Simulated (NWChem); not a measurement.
# TlI; SMILES [I][Tl]

Computed with NWChem. The geometry was optimised at PBE0/def2-SVP. def2 effective core potentials on I, Tl; no spin-orbit coupling. Level PBE/def2-TZVP: single points from the atomic guess with DIIS by default; each run changes one setting, and all converged runs end within 0.3 mHa of each other. NWChem's automatic level shift, which a small gap switches on, acted in some of these runs.

| setting | SCF iterations |
|---|---|
| defaults | 9 |
| DIIS on 3 Fock matrices | 10 |
| core-Hamiltonian guess | 30 |
| level shift of 0.5 Ha throughout | 24 |
| DIIS on 20 Fock matrices | 8 |
| no level shifting | 9 |
